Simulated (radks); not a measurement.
Excited configurations of neutral nickel: one electron is placed in a higher orbital outside [Ar] 3d9. The ground configuration is [Ar] 3d8 4s2. All-electron calculation, Dirac Kohn-Sham, PBE, spin-unpolarised, spherical densities, finite nucleus; open shells are shared between the two j in proportion to 2j + 1; Fermi nuclear charge, rms radius 3.7757 fm. Program: a radial shooting solver on a logarithmic mesh with Libxc functionals. Excitation = E - E(ground); binding = E(ion) - E, where the ion is the core of charge +1; n* = 1/sqrt(2 binding) in atomic units, and the quantum defect is n - n*. Eigenvalue and <r> are those of j = l + 1/2.

| outer orbital | excitation (eV) | binding (eV) | n* | quantum defect | eigenvalue (eV) | <r> (bohr) |
|---|---|---|---|---|---|---|
| 4s | -1.596 | 7.914 | 1.311 | 2.689 | -4.493 | 3.018 |
| 5p | 4.507 | 1.811 | 2.741 | 2.259 | -1.021 | 11.02 |
| 6d | 5.657 | 0.662 | 4.534 | 1.466 | -0.409 | 31.05 |
| 6f | 5.868 | 0.451 | 5.495 | 0.505 | -0.285 | 44.47 |
| 7s | 5.490 | 0.829 | 4.052 | 2.948 | -0.535 | 26.80 |

Estimate the row for 5d.

Answer. excitation (eV) 5.335; binding (eV) 0.983; n* 3.720; quantum defect 1.280; eigenvalue (eV) -0.553; <r> (bohr) 19.44. The Delta-SCF ionisation energy is 6.318 eV (NIST Atomic Spectra Database: 7.640 eV, measured). Self-interaction in the functional shifts the binding energies and quantum defects, so they are the method's values and not measured ones. Spin polarisation and multiplet splitting are left out, so open shells lie too high by an amount that depends on their filling. A negative excitation energy means that this level of theory puts the configuration below the NIST ground configuration.

Beside tabulated values, note that spin-unpolarised runs miss the spin-polarisation part of the exchange energy of open shells.
